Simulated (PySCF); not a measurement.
PySCF 2.14 output of an unrestricted PBE0 calculation on a single atom or ion in x2c-QZVPPall with one added diffuse shell each of s, p, d, f type (10s7p5d3f1g, 86 functions), with the spin-free X2C one-electron Hamiltonian (Gaussian nucleus):

```
SCF conv_tol = 1e-09
number electrons alpha = 9  beta = 5
    C. Adamo and V. Barone.,  J. Chem. Phys. 110, 6158 (1999)
    M. Ernzerhof and G. E. Scuseria.,  J. Chem. Phys. 110, 5029 (1999)
cycle= 1 E= -289.474144434168  delta_E= -0.0216  |g|= 0.0289  |ddm|= 2.08
cycle= 2 E= -289.469478254349  delta_E= 0.00467  |g|= 0.0307  |ddm|= 2.21
cycle= 3 E= -289.458285187803  delta_E= 0.0112  |g|= 0.0115  |ddm|= 1.03
cycle= 4 E= -289.458812542935  delta_E= -0.000527  |g|= 0.00959  |ddm|= 0.0674
cycle= 5 E= -289.457666962628  delta_E= 0.00115  |g|= 0.00217  |ddm|= 0.328
cycle= 6 E= -289.457670739639  delta_E= -3.78e-06  |g|= 0.000907  |ddm|= 0.0426
cycle= 7 E= -289.457712379259  delta_E= -4.16e-05  |g|= 0.00167  |ddm|= 0.0533
cycle= 8 E= -289.457677435235  delta_E= 3.49e-05  |g|= 0.000758  |ddm|= 0.0393
cycle= 9 E= -289.457668340524  delta_E= 9.09e-06  |g|= 6.08e-05  |ddm|= 0.0298
cycle= 10 E= -289.457668286733  delta_E= 5.38e-08  |g|= 1.12e-05  |ddm|= 0.00301
cycle= 11 E= -289.45766828519  delta_E= 1.54e-09  |g|= 4.62e-06  |ddm|= 0.000265
cycle= 12 E= -289.457668284862  delta_E= 3.28e-10  |g|= 1.05e-07  |ddm|= 0.000198
converged SCF energy = -289.457668284862  <S^2> = 6.0000164  2S+1 = 5.0000066
```

The run itself started from symmetry-adapted Hartree-Fock orbitals and held the occupation by maximum overlap, on a logarithmic radial grid, so the iterations belong to that start.

Question: Which element, charge and spin multiplicity is this?

Answer: Si (silicon, neutral), multiplicity 5; the state was [Ne] 3s1 3p2 3d1, one real determinant (an excited configuration).

⟨L²⟩ = 7.93 against 12 for a pure F term, so this real determinant mixes terms. The outer electron is Rydberg-like, and this basis confines it to a smaller radius and binds it less than a complete one would.
